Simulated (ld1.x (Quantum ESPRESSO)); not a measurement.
## What one change does to a pseudopotential (tin, PAW)

| Item | Value |
| --- | --- |
| Element | tin (Sn) |
| Generator | ld1.x (Quantum ESPRESSO) 7.5 |
| Type | PAW |
| Functional | LDA (PZ) |
| Relativity | scalar-relativistic |
| Frozen core | [Kr] |
| Valence charge | 14 |
| Reference configuration | 4d10 5s2 5p1 (charge +1) |
| Partial waves | 5s (bound): rcut 1.50, rcutus 2.05 bohr; 5s channel at 1 Ry: rcut 1.50, rcutus 2.05 bohr; 5p (bound): rcut 1.95, rcutus 2.45 bohr; 5p channel at -0.35 Ry: rcut 1.95, rcutus 2.45 bohr; 4d (bound): rcut 1.70, rcutus 1.80 bohr; 4d channel at 1.35 Ry: rcut 1.70, rcutus 1.80 bohr |
| Local potential | all-electron potential smoothed inside 1.55 bohr (lloc = -2) |
| Core correction | Bessel-smoothed model core inside 1.75 bohr |
| Augmentation charge | BESSEL, radius 1.45 bohr |

Change: all radii but the core radius scaled by about 0.93 (s 1.90, p 2.28, d 1.68 bohr, rcut 1.40/1.82/1.58); local potential all-electron potential smoothed inside 1.44 bohr (lloc = -2); augmentation BESSEL, radius 1.36 bohr.

Cutoffs: the cutoffs (Ry, on a coarse ladder) from which the occupation-weighted sum of valence levels, in a spherical-Bessel basis at the reference potential, stays within 10 and 1 mRy of its value at 400 Ry; they do not see the model core or the augmentation charge, which bear on the density cutoff. Errors are all-electron minus pseudo energies relative to the spin-unpolarised reference configuration.

Q: What does the change do?

A: The potential gets harder (35 Ry and 60 Ry → 40 Ry and 90 Ry); of the 9 tests that both files solve, the error grows in 2 and shrinks in 0 by more than 15 % and 0.3 meV (median size 1.9 → 1.9 meV); neither file shows a bound ghost. A smaller radius makes the pseudo-wave follow the all-electron one further in, where it bends more sharply, so more plane waves are needed.

| quantity | base | changed |
| --- | --- | --- |
| cutoff, loose | 35 Ry | 40 Ry |
| cutoff, tight | 60 Ry | 90 Ry |
| loose cutoff by channel (10 mRy a level) | s 8 Ry, p 6 Ry, d 30 Ry | s 8 Ry, p 6 Ry, d 35 Ry |
| bound ghosts | none | none |
| error for 4d10 5s2 5p2, meV [ΔE -7.10 eV] | +1.9 | +1.9 |
| error for 4d10 5s2 5p0, meV [ΔE 14.26 eV] | -3.0 | -3.3 |
| error for 4d10 5s1 5p0, meV [ΔE 45.71 eV] | -11 | -13 |
| error for 4d9 5s2 5p3, meV [ΔE 17.25 eV] | -69 | -84 |
| error for 4d10 5s2 5p1.5, meV [ΔE -4.38 eV] | +1.2 | +1.2 |
| error for 4d10 5s0 5p4, meV [ΔE 7.30 eV] | -0.2 | -0.3 |
| error for 4d10 5s1 5p2, meV [ΔE 7.73 eV] | -0.9 | -0.9 |
| error for 4d10 5s2 5p1 (spin-polarised), meV [ΔE -0.15 eV] | 0.0 | 0.0 |
| error for 4d10 5s2 5p2 (spin-polarised), meV [ΔE -7.57 eV] | +1.9 | +2.0 |
| lowest overlap eigenvalue by channel | s 0.45, p 0.52, d 0.83 | s 0.52, p 0.52, d 0.13 |
